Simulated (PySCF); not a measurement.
**Question.** Write Cartesian coordinates for `[CH3][Sn]([CH3])([CH3])[CH3]` (SnMe4) as optimised with PBE0-D3(BJ)/def2-SVP.

**Answer.** 
```
atom  x, y, z in Å
Sn1   -0.0041    0.0006    0.0028
C2    -0.0003   -0.0257    2.1595
H3    -1.0263    0.0558    2.5475
H4     0.5880    0.8169    2.5515
H5     0.4396   -0.9628    2.5307
C6     2.0302    0.0101   -0.7132
H7     2.0504   -0.0745   -1.8096
H8     2.5910   -0.8353   -0.2881
H9     2.5356    0.9438   -0.4259
C10   -1.0205    1.7697   -0.6956
H11   -0.9316    1.8576   -1.7883
H12   -0.5832    2.6676   -0.2350
H13   -2.0882    1.7281   -0.4349
C14   -1.0164   -1.7543   -0.7375
H15   -2.0214   -1.8294   -0.2972
H16   -0.4528   -2.6613   -0.4750
H17   -1.1187   -1.7074   -1.8315
```

Any rigid rotation of these coordinates is as good. Atoms count from 1 in this order. All 4 C–Sn bonds measure 2.157 Å. Sn1 (tin bonded to 4 C) is tetrahedral (angles from 109.3° to 109.6°).

Bonds between heavy atoms (Å): Sn1–C2 2.157, Sn1–C6 2.157, Sn1–C10 2.157, Sn1–C14 2.157.

Theory: PBE0-D3(BJ)/def2-SVP geometry optimisation, gas phase, def2 core potentials past Kr (PySCF).

Point group: near Td, missed by 0.23 Å at most; the miss may be what the optimiser left on a soft mode (T holds within 0.08 Å). PBE0-D3(BJ)/def2-SVP frequencies: not computed here.

Time: 46 s wall; peak memory 0.56 GiB. Hardware: one thread of an Intel Xeon 6975P-C, shared host with 192 logical CPUs at a one-minute load of 26. These figures are those of the optimisation.
